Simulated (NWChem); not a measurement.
The numbers come from NWChem runs, not from measurements. System: CHCl, charge 0, spin multiplicity 1, at a geometry optimised with PBE0/def2-SVP. The structure started from a generated list of species. Level: B3LYP/def2-SVP, VWN1-RPA local correlation.

Input file:

```
start mol
memory heap 200 mb stack 900 mb global 1100 mb
geometry units angstroms nocenter noautoz
  C      1.057882    -0.546632     0.000000
  Cl    -0.475221     0.172405     0.000000
  H      1.731471     0.348912     0.000000
  symmetry group Cs
end
basis spherical
  * library def2-svp
end
dft
  xc b3lyp
  semidirect memsize 60000000 filesize 0
  iterations 100
end
task dft energy
```

Output (cleaned and shortened):

```
             Northwest Computational Chemistry Package (NWChem) 7.3.0
             --------------------------------------------------------

                                NWChem Input Module
                                -------------------

 Scaling coordinates for geometry "geometry" by  1.889725989
 (inverse scale =  0.529177249)

 Turning off AUTOSYM since
 SYMMETRY directive was detected!

                             Geometry "geometry" -> ""
                             -------------------------

 Output coordinates in angstroms (scale by  1.889725989 to convert to a.u.)

  No.       Tag          Charge          X              Y              Z
 ---- ---------------- ---------- -------------- -------------- --------------
    1 C                    6.0000     1.05788200    -0.54663200     0.00000000
    2 Cl                  17.0000    -0.47522100     0.17240500     0.00000000
    3 H                    1.0000     1.73147100     0.34891200     0.00000000

 Effective nuclear repulsion energy (a.u.)      38.7725119708

            Nuclear Dipole moment (a.u.)
            ----------------------------
        X                 Y               Z
 ---------------- ---------------- ----------------
     0.0000113384     0.0000094486     0.0000000000

      Symmetry information
      --------------------

 Group name             Cs
 Group number              2
 Group order               2
 No. of unique centers     3

      Symmetry unique atoms

     1    2    3


 Summary of "ao basis" -> "" (spherical)
 ------------------------------------------------------------------------------
       Tag                 Description            Shells   Functions and Types
 ---------------- ------------------------------  ------  ---------------------
 *                          def2-svp                  on all atoms

                                 NWChem DFT Module
                                 -----------------

 Summary of "ao basis" -> "ao basis" (spherical)
 ------------------------------------------------------------------------------
       Tag                 Description            Shells   Functions and Types
[...]
    20      0.167822  2 Cl py                 4     -0.152243  1 C  px

 Vector   12  Occ=2.000000D+00  E=-2.403404D-01  Symmetry=a'
              MO Center=  7.3D-01, -5.5D-01,  3.4D-16, r^2= 1.9D+00
   Bfn.  Coefficient  Atom+Function         Bfn.  Coefficient  Atom+Function
  ----- ------------  ---------------      ----- ------------  ---------------
     5     -0.447697  1 C  py                 3      0.436086  1 C  s
    26      0.397818  2 Cl py                 2      0.284590  1 C  s
    23      0.277792  2 Cl py                 8     -0.260203  1 C  py
    33     -0.220599  3 H  s                 34     -0.168301  3 H  s
    20      0.156275  2 Cl py                 1     -0.129695  1 C  s

 Vector   13  Occ=0.000000D+00  E=-1.201128D-01  Symmetry=a"
              MO Center=  7.9D-01, -4.0D-01, -3.5D-16, r^2= 1.7D+00
   Bfn.  Coefficient  Atom+Function         Bfn.  Coefficient  Atom+Function
  ----- ------------  ---------------      ----- ------------  ---------------
     6      0.573820  1 C  pz                 9      0.532009  1 C  pz
    27     -0.374544  2 Cl pz                24     -0.221698  2 Cl pz
    21     -0.125745  2 Cl pz                31     -0.066798  2 Cl d  1
    29     -0.031308  2 Cl d -1

 Vector   14  Occ=0.000000D+00  E= 6.202094D-02  Symmetry=a'
              MO Center=  9.7D-01,  2.0D-01, -2.0D-16, r^2= 3.0D+00
   Bfn.  Coefficient  Atom+Function         Bfn.  Coefficient  Atom+Function
  ----- ------------  ---------------      ----- ------------  ---------------
    34     -1.362323  3 H  s                  3      1.280972  1 C  s
     8      0.729833  1 C  py                25     -0.688377  2 Cl px
    18     -0.607218  2 Cl s                  2      0.421772  1 C  s
     5      0.335812  1 C  py                26      0.278696  2 Cl py
     4     -0.258702  1 C  px                 7     -0.219109  1 C  px

 Vector   15  Occ=0.000000D+00  E= 9.718221D-02  Symmetry=a'
              MO Center=  1.2D+00,  1.8D-01,  1.8D-16, r^2= 2.9D+00
   Bfn.  Coefficient  Atom+Function         Bfn.  Coefficient  Atom+Function
  ----- ------------  ---------------      ----- ------------  ---------------
    34      1.564962  3 H  s                  7     -0.917452  1 C  px
     3     -0.650889  1 C  s                  4     -0.501460  1 C  px
    25     -0.477079  2 Cl px                18     -0.369389  2 Cl s
     8     -0.352277  1 C  py                26      0.300579  2 Cl py
    17     -0.287741  2 Cl s                 16      0.158054  2 Cl s

 center of mass
 --------------
 x =  -0.08580093 y =  -0.00705593 z =   0.00000000

 moments of inertia (a.u.)
 ------------------
          16.952191903136          32.866488860582           0.000000000000
          32.866488860582          86.595126427643           0.000000000000
           0.000000000000           0.000000000000         103.547318330779

     Multipole analysis of the density
     ---------------------------------

     L   x y z        total         alpha         beta         nuclear
     -   - - -        -----         -----         ----         -------
     0   0 0 0     -0.000000    -12.000000    -12.000000     24.000000

     1   1 0 0     -0.068109     -0.034060     -0.034060      0.000011
     1   0 1 0      0.706717      0.353354      0.353354      0.000009
     1   0 0 1     -0.000000     -0.000000     -0.000000      0.000000

     2   2 0 0    -13.408236    -30.901423    -30.901423     48.394609
     2   1 1 0      1.538700      8.372717      8.372717    -15.206735
     2   1 0 1      0.000000      0.000000      0.000000      0.000000
     2   0 2 0    -16.000894    -12.321217    -12.321217      8.641540
     2   0 1 1     -0.000000     -0.000000     -0.000000      0.000000
     2   0 0 2    -13.131025     -6.565512     -6.565512      0.000000

 Task  times  cpu:        0.4s     wall:        0.4s

 Total times  cpu:        0.4s     wall:        0.4s
```
